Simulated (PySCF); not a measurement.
CH₄Si.

```xyz
6

C      0.0000     0.0000    -1.1527
Si     0.0000     0.0000     0.5494
H      0.0000    -0.9164    -1.7315
H      0.0000     0.9164    -1.7315
H      0.0000     1.2457     1.3439
H      0.0000    -1.2457     1.3439
```
Charge 0, spin multiplicity 1.

Coordinates come from a r2SCAN-D4/def2-TZVP optimisation.

All values below come from PBE/pcSseg-2 in PySCF. Non-relativistic, no solvent.

Computed absolute GIAO shielding of each atom: isotropic value and principal components (ppm):
```
atom  σ(iso)     σ11    σ22    σ33   span
----  ------  ------  -----  -----  -----
C1      58.9  -109.1   95.2  190.5  299.5
Si2    256.3    47.6  346.2  375.2  327.5
H3      25.4    19.7   26.5   30.0   10.3
H4      25.4    19.7   26.5   30.0   10.3
H5      26.0    23.7   24.0   30.4    6.7
H6      26.0    23.7   24.0   30.4    6.7
```
